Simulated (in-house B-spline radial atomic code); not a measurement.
**RPA and G0W0 on SCAN: the molybdenum ion Mo⁶⁺**

Configuration [Ar] 3d10 4s2 4p6, mean-field start SCAN. Computed with an all-electron radial atomic-structure program (B-spline basis): all electrons, non-relativistic, point nucleus, each spin shell either full or empty, empty states to l = 9 with an (l + 1/2)⁻⁴ tail; G0W0 by contour deformation at full frequency.

Without relativity these are model numbers: it shifts the levels of so heavy an element strongly and can reorder them.

Command:
```bash
python run_gw.py task.json out
```
Settings (radii: box in bohr, nucleus in fm):
```
Z                        42
electrons                36
configuration            [Ar] 3d10 4s2 4p6
hamiltonian              nr
method                   scan,scan
lmax                     9
spin_polarised           False
box_radius               9.29
intervals                51
```

Cost of the run: 1.7 s on 1 thread of Arm Neoverse V1, with other jobs on the host.

Energies (hartree):

| term | value |
| --- | --- |
| mean-field total | -3969.94865 |
| Hartree-Fock functional on these orbitals | -3967.82914 |
| direct second order | -3.0253 |
| second-order exchange | 0.86383 |
| SOSEX correction | 0.8072 |

What is the RPA correlation energy, and what remains with SOSEX?

RPA gives -2.6957 hartree (-2.04 eV per electron); RPA + SOSEX gives -1.8885, and the second-order doubles -2.1615 hartree (no singles). SOSEX takes back 30 % of the RPA value.

Quasi-particle levels (eV):

```json
{"level": "4p", "occupied": "yes", "mean field": "-117.49", "Σx - vxc": "-7.88", "Σc": "?", "QP weight": "?", "G0W0": "?"}
{"level": "3d", "occupied": "yes", "mean field": "-313.29", "Σx - vxc": "-26.36", "Σc": "7.05", "QP weight": "0.922", "G0W0": "-332.60"}
{"level": "4d", "occupied": "no", "mean field": "-76.14", "Σx - vxc": "9.00", "Σc": "-2.43", "QP weight": "0.969", "G0W0": "-69.58"}
```

G0W0 = mean field + (Σx - vxc) + Σc, with Σc (partial-wave tail included) taken at the quasi-particle energy. Only the outer levels were computed. Levels of low weight are left out.

Where does G0W0 put 4p?

At -126.07 eV, with Σc = -0.71 eV and a quasi-particle weight of 0.959. The tabulated removal energy is 125.638 ± 0.025 eV (NIST, semi-empirical); the calculation leaves out relativity, Breit and QED terms, and what these don't explain is the method's own error.
